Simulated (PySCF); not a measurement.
Work out the structure from these simulated measurements.

Formula: C10H24O2Si3.

* Rotational structure: rotational constants A, B, C: 0.467, 0.344, 0.272 GHz [PBE0-D3(BJ)/def2-SVP]
* NMR, other nuclei: isotropic shieldings of nuclei other than C and H, by class: 242 (2 O), 334 (2 Si), 391 (1 Si) ppm [GIAO PBE0/pcSseg-1]
* 1H NMR: chemical shifts (computed TMS as zero) by class: 6.48 (1 H), 6.27 (2 H), 6.23 (1 H), 6.21 (2 H), 0.19 (18 H) ppm [GIAO PBE0/pcSseg-1]
* 13C NMR: chemical shifts (computed TMS as zero) by class: 145.3 (2 C), 144.2 (2 C), 2.5 (6 C) ppm [GIAO PBE0/pcSseg-1]
* Dipole: 1.03 D [PBE0/pcSseg-1]

Electronic properties: PySCF, gas phase, density fitting. Levels stand in brackets. NMR shifts are as computed; neighbouring signals can stand in another order in a measured spectrum. One conformer (not necessarily the lowest) at the PBE0-D3(BJ)/def2-SVP geometry, without solvent, vibrations or thermal averaging. Each NMR value is the plain mean over a class of atoms that symmetry, rotation or inversion makes alike.

Problem. Propose a structure and show how it fits.

Solution. 10 carbons fall into 3 classes; from least to most shielded: carbon bonded to C and 2 H (145.3 ppm, 2 C, up to 4.6 ppm apart in this geometry), carbon bonded to C, Si and H (144.2 ppm, 2 C, up to 3.2 ppm apart in this geometry), carbon bonded to Si and 3 H (2.5 ppm, 6 C). Hydrogen classes from least to most shielded: 1 H on a carbon bonded to C and 2 H (6.48 ppm), 2 H on 2 like atoms (carbon bonded to C, Si and H) (6.27 ppm), 1 H on a carbon bonded to C and 2 H (6.23 ppm), 2 H on 2 like atoms (carbon bonded to C and 2 H) (6.21 ppm, a mean of values up to 0.6 ppm apart in this geometry), 18 H on 6 like atoms (carbon bonded to Si and 3 H) (0.19 ppm, a mean of values up to 0.9 ppm apart in this geometry). The other shieldings belong to: 242 ppm, oxygen bonded to 2 Si; 334 ppm, silicon bonded to 3 C and O; 391 ppm, silicon bonded to 2 C and 2 O. The optimised geometry has point group C1 and is an asymmetric top. Structure: Si(vinyl)2(OSiMe3)2 (`C([Si](O[Si](C)(C)C)(O[Si](C)(C)C)C=C)=C`). The assignments are read from this structure; whether some other isomer fits the data as well wasn't checked.
